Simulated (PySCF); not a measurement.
C5H9NOSi.
Geometry (GFN2-xTB, Å), atoms numbered from 1 in this order:
```
atom  x, y, z in Å
C1     3.4528    0.6643   -1.3389
C2     3.0042    0.0734   -0.3925
Si3    2.2453   -0.8076    1.0560
O4     0.7153   -0.3135    1.2860
C5    -0.3472   -0.2707    0.3883
C6    -1.4521    0.5956    0.9294
N7    -2.5592    0.8565    0.4005
C8    -2.9289    0.3097   -0.8749
H9     3.8606    1.1776   -2.1627
H10    2.8192   -0.4017    2.3281
H11    2.3134   -2.2410    0.7425
H12   -0.7327   -1.2866    0.2105
H13   -0.0135    0.1255   -0.5832
H14   -1.2485    1.0398    1.8973
H15   -2.1149    0.3282   -1.6063
H16   -3.7706    0.8902   -1.2506
H17   -3.2502   -0.7275   -0.7536
```

Theory: TDDFT CAM-B3LYP/def2-SVPD, vertical, gas phase, core orbitals frozen in the response (PySCF 2.14.0, density-fitted response routines). GFN2-xTB frequencies show an imaginary mode (28i cm⁻¹), so this geometry is no minimum at that level.

Each state is given a Gaussian of 0.3 eV full width at half maximum, with ε(max) = 2.175×10⁸ f / Δν̃ (Δν̃ the width in cm⁻¹). The width is an assumption, not a result. The curve ends short of the highest state used, and states not computed would add to its high-energy end.

(λ (nm), ε (L mol⁻¹ cm⁻¹)): (177.5, 751), (179.3, 906), (181.2, 1003), (183.1, 987), (185.0, 852), (186.8, 649), (188.7, 441), (190.6, 313), (192.4, 271), (194.3, 261), (196.2, 235), (198.0, 185), (199.9, 122), (201.8, 74), (203.7, 49), (205.5, 43), (207.4, 43), (209.3, 42), (211.1, 36), (213.0, 26), (214.9, 16), (216.7, 9), (218.6, 4), (220.5, 2), (222.4, 1), (224.2, 0), (226.1, 0), (228.0, 0), (229.8, 0), (231.7, 0), (233.6, 0), (235.4, 1), (237.3, 3), (239.2, 6), (241.1, 12), (242.9, 22), (244.8, 37), (246.7, 56), (248.5, 76), (250.4, 95), (252.3, 109), (254.1, 115), (256.0, 112), (257.9, 101), (259.8, 84), (261.6, 66), (263.5, 48), (265.4, 33), (267.2, 22), (269.1, 13), (271.0, 7), (272.8, 4), (274.7, 2), (276.6, 1), (278.5, 0), (280.3, 0)

**Question.** Locate the maxima and give the states behind the curve.

**Answer.** 254 nm (4.87 eV), ε about 120, made up of S1 (100%); 208 nm (5.97 eV), ε about 43, made up of S2 (94%) (hardly more than a shoulder); 182 nm (6.82 eV), ε about 1000, made up of S5 (50%) and S6 (49%) (ε in L mol⁻¹ cm⁻¹; maxima over ε = 5, shares over 10%). The states used: S1 4.87 eV (f 0.0013); S2 5.94 eV (f 0.0005); S3 6.35 eV (f 0.0024); S4 6.51 eV (f 0.0005); S5 6.72 eV (f 0.0074); S6 6.91 eV (f 0.0072); S7 7.17 eV (f 0.0042); S8 7.59 eV (f 0.178).

**Question.** Does any computed singlet lie in the visible range?

**Answer.** No computed singlet lies in the visible range (380 to 750 nm); the lowest, at 254 nm, stands 1.61 eV above its violet end (3.26 eV).

**Question.** On this curve, what absorbance would a 10⁻⁵ mol/L sample give at 266 nm over a 1 cm path?

**Answer.** 266 nm is 4.661 eV, where ε is about 29 L mol⁻¹ cm⁻¹, so A = ε c l ≈ 0.00029 (Beer–Lambert, with the gas-phase spectrum and the assumed width).

**Question.** What would ε be at 6.82 eV, the highest of these maxima, with half the width (0.15 eV)?

**Answer.** About 887 L mol⁻¹ cm⁻¹ against 1010, a factor of about 0.9; a lone state at its own centre would give exactly 2.

One conformer stands for the species.
